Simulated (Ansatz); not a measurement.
Geometry optimisation, RKS revPBE/STO-3G (Ansatz).

The input (input.yaml):

```yaml
crystal:
  periodic: [false, false, false]
  atoms:
    - { symbol: C, position_ang: [0.611, -2.8014, -0.1922] }
    - { symbol: C, position_ang: [0.8427, -1.3059, -0.003] }
    - { symbol: C, position_ang: [-0.0638, -0.3207, -0.2808] }
    - { symbol: F, position_ang: [-1.1776, -0.651, -0.7498] }
    - { symbol: Si, position_ang: [0.2884, 1.4725, -0.0477] }
    - { symbol: C, position_ang: [-1.2617, 2.4246, 0.3754] }
    - { symbol: H, position_ang: [-0.417, -2.9358, -0.5896] }
    - { symbol: H, position_ang: [1.3208, -3.1634, -0.9176] }
    - { symbol: H, position_ang: [0.6643, -3.2723, 0.7889] }
    - { symbol: H, position_ang: [1.8379, -1.0647, 0.4079] }
    - { symbol: H, position_ang: [1.2652, 1.6676, 1.0864] }
    - { symbol: H, position_ang: [0.9163, 2.053, -1.2447] }
    - { symbol: H, position_ang: [-2.0497, 2.343, -0.4407] }
    - { symbol: H, position_ang: [-1.7436, 2.0452, 1.3153] }
    - { symbol: H, position_ang: [-1.0551, 3.4586, 0.5214] }
basis:
  gaussian: { orbitals: STO-3G }
hamiltonian:
  xc: revpbe
relax:
  f_tol: 0.02
  max_steps: 40
```

Run as:

```bash
$ ansatz run input.yaml --threads 1 --pin off --max-ram 2048MiB --backend cpu --events-out ev --progress --plain --runs-dir out
```

Where does it end, and by what steps?

The run converged. The force dipped under the threshold on the way, but the program's further checks kept it going. Limits of this set-up: minimal basis. After 17 steps the energy has fallen by 0.843 eV; F4 moved furthest, 0.69 Å. The start is strongly strained (largest force component 8 eV/Å).

| step | energy less start (eV) | largest force component (eV/Å) | accepted |
| --- | --- | --- | --- |
| 0 | 0.0000 | 8.394 | yes |
| 1 | -0.7797 | 1.746 | yes |
| 2 | -0.8265 | 0.453 | yes |
| 3 | -0.8277 | 0.189 | yes |
| 4 | -0.8319 | 0.057 | yes |
| 5 | -0.8323 | 0.017 | yes |
| 6 | -0.8335 | 0.039 | yes |
| 7 | -0.8350 | 0.100 | yes |
| 8 | -0.8361 | 0.101 | yes |
| 9 | -0.8382 | 0.234 | yes |
| 10 | -0.8398 | 0.144 | yes |
| 11 | -0.8399 | 0.134 | yes |
| 12 | -0.8420 | 0.035 | yes |
| 13 | -0.8425 | 0.030 | yes |
| 14 | -0.8427 | 0.036 | yes |
| 15 | -0.8430 | 0.024 | yes |
| 16 | -0.8431 | 0.035 | yes |
| 17 | -0.8432 | 0.012 | yes |

```xyz
15
Properties=species:S:1:pos:R:3
C 0.561 -2.782 -0.113
C 0.764 -1.279 0.110
C 0.034 -0.300 -0.511
F -0.969 -0.656 -1.406
Si 0.305 1.562 -0.219
C -1.223 2.365 0.551
H -0.257 -2.958 -0.840
H 1.486 -3.261 -0.506
H 0.302 -3.300 0.837
H 1.556 -0.982 0.821
H 1.457 1.718 0.663
H 0.597 2.211 -1.495
H -2.107 2.252 -0.103
H -1.468 1.913 1.529
H -1.061 3.446 0.711
```

Whether the end is a true minimum wasn't checked by a vibrational analysis.

The run took 51 s on 1 thread of Arm Neoverse V2, on a shared host, peak memory 0.13 GiB.
